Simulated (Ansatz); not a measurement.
**Energy profile**

The step: GeSiH₄F₂ ([F][SiH]([F])[GeH3]) → GeH₄ + SiF₂; bonds formed: Ge1–H3; bonds broken: Ge1–Si2, Si2–H3 (atoms numbered as in the saddle structure below).

| atom | x (Å) | y (Å) | z (Å) |
| --- | --- | --- | --- |
| Ge1 | -0.8426 | -0.1103 | 0.7492 |
| Si2 | 0.6392 | 0.5637 | -1.0651 |
| H3 | 0.7219 | -0.7691 | 0.0452 |
| F4 | 2.1108 | 1.0773 | -0.6917 |
| F5 | 0.8436 | -0.3663 | -2.3549 |
| H6 | -1.0861 | -1.5758 | 1.1732 |
| H7 | -2.2147 | 0.4490 | 0.3086 |
| H8 | -0.1722 | 0.7316 | 1.8354 |

Electronic energies by CCSD(T) at an estimated basis limit (MP2 extrapolated from triple and quadruple zeta, plus CCSD(T) − MP2 in triple zeta), on PBE0-D4/def2-TZVP structures; GeSiH4F2, singlet; no counterpoise correction. Ansatz 0.2.0; basis: def2-TZVPP and def2-QZVPP; cores frozen in the correlated methods. Filled d shells of the heavier atoms are correlated. The def2 sets are not built for correlating such inner shells, so the correlated values are less sure here. Extrapolation: Hartree–Fock as exp(−7.88 √X), correlation as X^−2.97.

Task: Give the profile in kcal/mol, counted from the start structure. (Judge from chemistry; the value comes from the calculation.)

Result: Computed:
```
                                                                                             point  kcal/mol
                                                                                   start structure      0.00
                                                                                            saddle     66.47
                                                                                     end structure     34.10
separated: GeH4 (Ge1, H3, H6, H7, H8; singlet) + SiF2 (linked as [F][Si][F]; Si2, F4, F5; singlet)     34.92
```

The T1 diagnostic stays at or below 0.015. The restricted Hartree–Fock reference is unstable towards an unrestricted one at one or more of these structures.

Losses and insertions of silylenes and their heavier kin drive the gas-phase chemistry of silicon and germanium vapour deposition.

For scale, one of the runs: CCSD(T)/def2-TZVPP, 208 basis functions, launched by `ansatz run in.yaml --threads 4 --pin off --events-out ev --progress --plain --max-ram 9574MiB`. Time: 87 s of wall clock on 4 CPU threads of an Arm Neoverse V2; the host was shared. Peak host memory: 2.9 GiB.
